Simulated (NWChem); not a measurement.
Species: GaH, singlet; SMILES [GaH]

Computed with NWChem. Pople sets run with spherical d functions. Low-valent species are run as closed-shell singlets; no triplet was tried in these runs. The geometry was optimised at PBE0-D3(BJ)/def2-TZVP.

For level TPSS/6-311G**:

| Item | Result |
|---|---|
| highest occupied level (eV) | -5.12 |
| orbital gap (eV) | 2.74 |

Problem. Estimate the same quantities for level TPSS/3-21G.

Solution. 
- highest occupied level (eV) = -4.86
- orbital gap (eV) = 2.61
